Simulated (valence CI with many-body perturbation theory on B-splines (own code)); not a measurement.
**Te IV: what each term of the Hamiltonian does**

Calculated by configuration interaction combined with many-body perturbation theory (CI+MBPT): three valence electrons over a frozen Dirac-Fock core [Kr] 4d10, a basis of 11 s, 11 p, 9 d, 7 f, 5 g, 2 h, 1 i functions for each j, with the one-electron correlation potential Σ1, the two-electron term Σ2, the three-electron term Σ3, Breit, model QED; selected CI, second order for the rest, scaled by the run's own slope (own B-spline code, finite nucleus).

Set against measurement, 9 paired levels are off by 292 cm⁻¹ on average, the worst by 468. These come from a selection out of Moore, Atomic Energy Levels, vol. III, NSRDS-NBS 35 (1971 reprint of NBS Circular 467, 1958), an old analysis. Levels without a partner in it may be off by more.

Each rung adds one term. CI alone is the Dirac-Coulomb CI over the frozen core; QED comes last and gives the full result, which names the levels. Energies are above 5s2 5p 2P°_1/2 on the same rung, in cm⁻¹. A blank means that the level has no clear partner on that rung.

Names give the largest LS component (configuration and term), which can be under half, so a name can repeat, a term be missing and a line seem to break the LS rules; names also repeat where a configuration has a term twice.

```tsv
Level	CI alone	+ Σ1	+ Σ2	+ Σ3	+ Breit	Full
5s2 5p 2P°_3/2	8614	9271	9336	9340	9214	9231
5s 5p2 4P_1/2	63733	66299	69401	69385	69421	69200
5s 5p2 4P_3/2	67655	70554	73758	73753	73717	73506
5s 5p2 4P_5/2	72064	75243	78324	78320	78234	78029
5s 5p2 2D_3/2	87928	91599	92901	92889	92800	92620
5s 5p2 2D_5/2	89667	93521	94984	94974	94833	94660
5s 5p2 2P_1/2	109382	113100	110058	109929	109917	109706
5s 5p2 2S_1/2	119094	123344	119586	119449	119307	119116
5s 5p2 2P_3/2	121836	126321	120766	120669	120531	120350
5s2 5d 2D_3/2	126343	131766	128123	128077	127859	127839
5s2 5d 2D_5/2	126770	132377	128916	128877	128638	128631
5s2 6s 2S_1/2	130079	136715	134099	134031	133833	133924
5s2 6p 2P°_1/2	157366	164329	161806	161739	161568	161600
5s2 6p 2P°_3/2	159846	166891	164428	164360	164154	164190
4f 5s2 2F°_7/2	169886	175483	172860	172832	172525	172534
4f 5s2 2F°_5/2		175572	172987	172956	172655	172664
5p3 2D°_3/2	167640	174494	176180	176172	176120	175748
5p3 2D°_5/2		177073	179372	179379	179241	178892
5p3 4S°_3/2	177157	183664	181088	181074	181006	180587
5s 5p 5d 4F°_3/2	178448	186291	188628	188669	188512	188287
5s 5p 5d 4F°_5/2	180186	188178	190491	190531	190345	190127
5s 5p 5d 4F°_7/2	182915	191109	193386	193424	193196	192984
5p3 2P°_1/2	190155	197586	196992	196948	196816	196458
5s 5p 5d 4F°_9/2	187170	195725	198191	198232	197922	197719
5p3 2P°_3/2	190748	198647	198632	198608	198424	198138
5s 5p 5d 4P°_5/2	190965	199112	199174	199175	198999	198778
5s 5p 5d 4D°_1/2	192024	200190	199881	199880	199704	199485
5s 5p 5d 4D°_3/2	192445	200455	200275	200261	200059	199796
5s2 6d 2D_3/2	198510	206290	203384	203316	203076	203110
5s2 6d 2D_5/2	198904	206708	203803	203735	203484	203519
5s 5p 5d 4D°_7/2	196807	205419	205307	205309	205032	204829
```

How does the ionisation energy move along the ladder, and which term matters most?

CI alone 36.961, + Σ1 38.060, + Σ2 37.677, + Σ3 37.668, + Breit 37.638, + QED 37.644 eV. The largest step is Σ1, 1.099 eV. NIST lists 37.4155 eV (measured), further off than its uncertainty and the later steps.
